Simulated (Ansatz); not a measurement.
Two isomers of CH3BrOSi: A = `CO[Si]Br`, B = `O=C[SiH2]Br`.

Calculated with Ansatz (gas phase, PBE0-D4/def2-TZVP geometries, no zero-point term in ΔE). CCSD(T)/CBS is the MP2 limit (def2-TZVPP, def2-QZVPP) plus CCSD(T) − MP2 in def2-TZVPP, frozen cores. Functionals use def2-TZVPP. For Br outer-core shells are correlated without core-valence functions, which leaves a few kJ/mol of doubt a bond. Scalar relativity is left out up to krypton. Each species was taken in one conformer, which may not be the lowest.

Q: Which is lower in electronic energy at CCSD(T)/CBS, and by how much? (Estimate.)

A: The calculation gave: A, by 101.2 kJ/mol.

Q: Give E(B) − E(A) in kJ/mol with LDA (SPW92), HF/def2-TZVPP, CCSD/def2-TZVPP, BLYP-D4, PBE0-D4, ωB97M-V, CCSD(T)/def2-TZVPP. (Best estimate.)

A: Computed: LDA (SPW92) 124.2, HF/def2-TZVPP 87.2, CCSD/def2-TZVPP 100.1, BLYP-D4 106.2, PBE0-D4 102.5, ωB97M-V 111.9, CCSD(T)/def2-TZVPP 99.3. None reverses the order clearly.

Q: Does the order hold for the free energy at 298.15 K (harmonic terms from PBE0-D4)? (Estimate.)

A: Computed: Yes: G(B) − G(A) = +80.6 kJ/mol, for one conformer each. Modes under 60 cm⁻¹, often nearly free rotors, make the harmonic entropy too high.

Largest T1 diagnostic: 0.012.

From BLYP to BHLYP (50 % exact exchange), in def2-TZVPP and without D4, E(B) − E(A) moves by +3.0 kJ/mol. Leaving LDA and LC-ωPBE aside and taking each functional with its dispersion term where it has one, the values, not all of them listed here, spread over 18.6 kJ/mol, from ωB97X-V to ωB97M-V. LDA lies +23.6 kJ/mol from PBE without D4.
